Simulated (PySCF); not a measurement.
Working out the ionisation energy of Al⁺

Al⁺ [Ne] 3s2 (1S) → Al²⁺ [Ne] 3s1 (2S). Computed with PySCF 2.14 in def2-TZVPPD, with the non-relativistic Hamiltonian (point nucleus). Frozen: 1s2. Energies in hartree (1 hartree = 27.21139 eV):

```csv
part,Al⁺ (lower),Al²⁺ (upper)
UHF,-241.668826,-241.024579
CCSD correlation,-0.190745,-0.147871
(T),-0.002253,-0.001117
```

Problem. What does Hartree-Fock give?

Solution. (-241.024579) − (-241.668826) = 0.644247 hartree = 17.531 eV.

Problem. What do CCSD and CCSD(T) give?

Solution. The CCSD correlation energies differ by 0.042874 hartree = 1.167 eV and the triples by 0.001136 hartree = 0.031 eV, so CCSD gives 18.698 eV and CCSD(T) 18.729 eV.

Measured between the centres of the two terms (NIST): 18.829 eV, so CCSD(T) (valence and next inner shell) is off by -0.100 eV.

What remains against the reference includes basis incompleteness, the frozen core and higher excitations.
